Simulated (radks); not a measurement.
Species: Br8+. Configuration: [Ar] 3d7 4s2 (not the ground configuration).

Method: scalar-relativistic Kohn-Sham, PBE, spin-polarised, spherical densities, finite nucleus; open shells are filled with parallel spins first; Fermi nuclear charge, rms radius 4.1629 fm; computed with a radial shooting solver on a logarithmic mesh with Libxc functionals.

Energy parts (eV):
total: -70192.249
kinetic: 71738.380
electron-nucleus: -164410.069
Hartree: 24819.107
exchange-correlation: -2339.667

Orbitals (lengths in bohr, moments of r in powers of bohr):
orbital  occ.  eigenvalue (eV)   <1/r>       <r^4>
1s up       1        -13508.97   35.66  0.00001561
1s down     1        -13508.96   35.66  0.00001561
2s up       1        -1927.679   7.898    0.003092
2s down     1        -1923.979   7.908    0.003077
2p up       3        -1722.862   7.728    0.002243
2p down     3        -1720.099   7.737    0.002228
3s up       1        -414.8251   2.688      0.1645
3s down     1        -409.4119   2.676      0.1671
3p up       3        -349.5345   2.554      0.1851
3p down     3        -344.1255   2.541      0.1891
3d up       5        -242.9035   2.336      0.2153
3d down     2        -237.0641   2.320      0.2259
4s up       1        -142.3495   1.080       4.644
4s down     1        -141.1706   1.070       4.770
4p up       0        -122.9231   1.000       6.158
4p down     0        -121.8957  0.9911       6.343
4d up       0         -93.1661  0.8618       10.66
4d down     0         -92.3168  0.8545       11.08
5s up       0         -71.4353  0.5815       53.53
5s down     0         -71.0780  0.5785       54.58

The highest occupied level is 4s down at -141.17 eV. The density falls to 0.001 e/bohr^3 at r = 2.44 bohr. The spin density at the nucleus is -0.355 e/bohr^3 (1s -0.139, 2s -5.543, 3s 3.735, 4s 1.591). Spin moment in Bohr magnetons: 3.
